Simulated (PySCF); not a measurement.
CBr2F2. Atoms are numbered in the order given.

```xyz
5

F      0.0000     1.0844    -1.4536
C      0.0000     0.0000    -0.6762
F      0.0000    -1.0844    -1.4536
Br    -1.6192     0.0000     0.4317
Br     1.6192     0.0000     0.4317
```
Charge 0, spin multiplicity 1.

The structure is a stationary point at PBE-D3(BJ)/def2-SVP.

These are PBE/def2-TZVP (PySCF) values and carry that method's errors.

Symmetry labels are those of the subgroup C2v that the program uses (full group C2v).

Computed valence orbital energies around the gap with their symmetry:
```csv
orbital,symmetry,energy (eV)
HOMO−7,A2,-11.44
HOMO−6,A1,-10.98
HOMO−5,B2,-10.86
HOMO−4,B1,-9.20
HOMO−3,A1,-8.26
HOMO−2,B2,-7.95
HOMO−1,A2,-7.55
HOMO,B1,-7.27
LUMO,A1,-2.89
LUMO+1,B1,-1.43
LUMO+2,B2,1.02
LUMO+3,A1,1.53
```
